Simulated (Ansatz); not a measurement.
Consider the ligand exchange at the Si–O bond: `[SiH3][O][InH2]` + `C[O][GeH]([OH])[Cl]` → `C[O][GeH]([Cl])[O][SiH3]` + `[OH][InH2]`.

Gas-phase electronic energies from Ansatz, PBE0-D4/def2-TZVP geometries. CBS: MP2 limit from def2 TZ/QZ plus the TZ coupled-cluster correction, frozen cores. DFT in def2-TZVPP. B3LYP here is the variant with VWN-RPA as its local correlation; programs differ in this. def2 core potentials past Kr. For Ge, In outer-core shells are correlated without core-valence functions, which leaves a few kJ/mol of doubt a bond. Scalar relativity is left out up to krypton. One conformer a species, not always the lowest.

Problem. Is it downhill or uphill in electronic energy at CCSD(T)/CBS, and by how much? (An estimate is asked.)

Solution. Ansatz gave: Uphill: ΔE = +0.05 eV.

Problem. What do these levels give: PBE-D4, r2SCAN-D4, PBE0-D4, B3LYP-D4, ωB97M-V, PBE0, B3LYP, HF/def2-TZVPP, MP2/def2-TZVPP, CCSD/def2-TZVPP, MP2/CBS(def2), CCSD/CBS(def2)? (Best estimate.)

Solution. Ansatz gave: PBE-D4 0.03, r2SCAN-D4 0.06, PBE0-D4 0.05, B3LYP-D4 0.03, ωB97M-V 0.05, PBE0 0.09, B3LYP 0.09, HF/def2-TZVPP 0.12, MP2/def2-TZVPP 0.06, CCSD/def2-TZVPP 0.07, MP2/CBS(def2) 0.05, CCSD/CBS(def2) 0.06 eV.

Largest T1 diagnostic among the species: 0.017.

The D4 term adds −0.07 eV with B3LYP and −0.04 eV with PBE0; it sums over pairs of atoms, weighted by their polarisabilities, and B3LYP, whose exchange is more repulsive, gets the larger term. In def2-TZVPP, CCSD(T) changes the Hartree–Fock value by −0.07 eV (the triples alone add −0.01 eV) and MP2 by −0.06 eV.
